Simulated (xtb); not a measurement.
HClO, charge +1, doublet, at a GFN2-xTB geometry (a state made from the parent by changing its charge; the spin is typed, not shown lowest); GFN2-xTB in xtb.

Here is a job for xtb.
```
$ xtb mol.xyz --gfn 2 --chrg 1 --uhf 1 --etemp 1000 --json

# file mol.xyz
3

O     -0.04383216     1.02148558     0.01469068
H     -0.96672120     1.40203158     0.00503415
Cl     0.07749285    -0.56317154    -0.00720939
```

It wrote (shortened):

```
   ID    Z sym.   atoms
    1    8 O      1
    2    1 H      2
    3   17 Cl     3

           -------------------------------------------------
          |                Calculation Setup                |
           -------------------------------------------------

           -------------------------------------------------
          |                 G F N 2 - x T B                 |
           -------------------------------------------------

          ...................................................
          :                      SETUP                      :
          :.................................................:
          :  # basis functions                  15          :
          :  # atomic orbitals                  14          :
          :  # shells                            6          :
          :  # electrons                        13          :
          :  max. iterations                   250          :
          :  Hamiltonian                  GFN2-xTB          :
          :  restarted?                      false          :
          :  GBSA solvation                  false          :
          :  PC potential                    false          :
          :  electronic temp.         1000.0000000     K    :
          :  accuracy                    1.0000000          :
          :  -> integral cutoff          0.2500000E+02      :
          :  -> integral neglect         0.1000000E-07      :
          :  -> SCF convergence          0.1000000E-05 Eh   :
          :  -> wf. convergence          0.1000000E-03 e    :
          :  Broyden damping             0.4000000          :
          :  net charge                          1          :
          :  unpaired electrons                  1          :
          ...................................................

 iter      E             dE          RMSdq      gap      omega  full diag
   1     -8.4072027 -0.840720E+01  0.971E+00    5.03       0.0  T
   2     -8.4812170 -0.740143E-01  0.336E+00    5.30       1.0  T
   3     -8.4871142 -0.589719E-02  0.264E+00    5.37       1.0  T
   4     -8.4897094 -0.259514E-02  0.824E-01    5.46       1.0  T
   5     -8.4907948 -0.108545E-02  0.478E-01    5.50       1.0  T
   6     -8.4911224 -0.327609E-03  0.298E-01    5.58       1.0  T
   7     -8.4912571 -0.134713E-03  0.138E-01    5.61       1.0  T
   8     -8.4912759 -0.187654E-04  0.602E-02    5.63       1.0  T
   9     -8.4912808 -0.492998E-05  0.260E-02    5.64       2.2  T
[...]
         :: total energy              -8.477420678056 Eh    ::
[...]
         9                         -0.3188104              -8.6753
        10                         -0.3178976              -8.6504
        11                         -0.3169658              -8.6251
        12                         -0.3032031              -8.2506
        13                         -0.1843450              -5.0163
        14                         -0.0941295              -2.5614
      -------------------------------------------------------------
                  HL-Gap            0.2072516 Eh            5.6396 eV
             Fermi-level           -0.6999717 Eh          -19.0472 eV

     #   Z          covCN         q      C6AA      α(0)
     1   8 O        1.737    -0.057    15.226     5.269
     2   1 H        0.801     0.461     0.387     0.977
     3  17 Cl       0.939     0.595    83.094    13.946

 Mol. C6AA /au·bohr⁶  :        185.121691
 Mol. C8AA /au·bohr⁸  :       6148.275585
 Mol. α(0) /au        :         20.191792

Wiberg/Mayer (AO) data.
largest (>0.10) Wiberg bond orders for each atom

 ---------------------------------------------------------------------------
     #   Z sym  total        # sym  WBO       # sym  WBO       # sym  WBO
 ---------------------------------------------------------------------------
     1   8 O    2.269 --     3 Cl   1.496     2 H    0.773
     2   1 H    0.784 --     1 O    0.773
     3  17 Cl   1.507 --     1 O    1.496
 ---------------------------------------------------------------------------

Topologies differ in total number of bonds
Writing topology from bond orders to xtbtopo.mol

molecular dipole:
                 x           y           z       tot (Debye)
 q only:       -0.751       0.479      -0.005
   full:       -0.756      -0.038      -0.013       1.925
molecular quadrupole (traceless):
                xx          xy          yy          xz          yz          zz
 q only:       -0.299      -3.474       2.925      -0.014       0.026      -2.626
  q+dip:        0.200      -4.504       2.508      -0.019       0.004      -2.709
   full:       -0.638      -4.522       3.082      -0.038       0.008      -2.444

           -------------------------------------------------
          | TOTAL ENERGY               -8.477420678056 Eh   |
          | GRADIENT NORM               0.000717287631 Eh/α |
          | HOMO-LUMO GAP               5.639603299431 eV   |
           -------------------------------------------------

normal termination of xtb
```
